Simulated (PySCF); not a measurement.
A survey of ¹⁵N NMR shifts

Non-relativistic, one computed conformer, fast rotation and ring inversion assumed for equivalent nuclei, no solvent model. Structure optimised with GFN2-xTB; σ from GIAO-PBE0/pcSseg-1; PySCF 2.14.0 with density-fitted response routines.

Shieldings were converted by a linear fit to measured shifts: ¹⁵N (scatter 6.3 ppm rms vs CH3NO2, solution or neat liquid). A few per cent of atoms miss by over 2 rms, more outside the fitted compound classes.

**Question.** Give the ¹⁵N shifts of `CN[SiH2]C(CF)CF`, `Fc1cnc2cccc(Cl)c2n1`, `C[C@@H](C(F)F)[Si@H](C)N`, `CN[SiH2][C@@H](F)[C@H](C)F`, `CC(C)(C)NC#P`, `FC[C@@H](F)CCN[SiH3]`.

**Answer.** 
```csv
compound,environment,δ (ppm)
CN[SiH2]C(CF)CF,"nitrogen bonded to C, Si, H",-385.9
[F:1][c:2]1[cH:3][n:4][c:5]2[cH:6][cH:7][cH:8][c:9]([Cl:10])[c:11]2[n:12]1,N4: pyridine-type ring nitrogen,-27.3
[F:1][c:2]1[cH:3][n:4][c:5]2[cH:6][cH:7][cH:8][c:9]([Cl:10])[c:11]2[n:12]1,N12: pyridine-type ring nitrogen,-103.1
C[C@@H](C(F)F)[Si@H](C)N,"nitrogen bonded to Si, 2 H",-380.7
CN[SiH2][C@@H](F)[C@H](C)F,"nitrogen bonded to C, Si, H",-388.0
CC(C)(C)NC#P,"nitrogen bonded to 2 C, H",-282.8
FC[C@@H](F)CCN[SiH3],"nitrogen bonded to C, Si, H",-373.4
```
